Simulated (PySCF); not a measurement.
**Working with the constants of PmP**

ROHF constants of PmP, quintet, about 4.1 electrons in the 4f shell (Mulliken), real f orbitals that mix terms (basis Pm x2c-SVPall, P x2c-SVPall; spin-free X2C with a Gaussian nucleus; PySCF 2.14; masses 144.9127 and 30.9738 u):

```
ωe              : 470.2 cm⁻¹
ωexe            : 0.789 cm⁻¹
Be              : 0.12042 cm⁻¹
αe              : 0.000273 cm⁻¹
D (centrifugal) : 3.16e-08 cm⁻¹
```

Problem. Give the vibrational terms G(v) and spacings up to v = 3.

Solution. G(v) = ωe(v+½) − ωexe(v+½)².

```
v  G(v) (cm⁻¹)  G(v) − G(v−1)  Bv (cm⁻¹)
0          235                    0.1203
1          704            469     0.1200
2         1171            467     0.1197
3         1636            465     0.1195
```

Spin–orbit coupling is left out, which matters for elements this heavy, above all for dissociation energies. UHF is strongly spin-contaminated for PmP, so the ROHF reference used there is far from stable. Hartree–Fock leaves out correlation, which carries a large part of most bond energies and some tenths to 1 eV of ionisation energies. The state is the lowest single determinant that the PBE0 search found; with open d or f shells the true ground state can be another one.
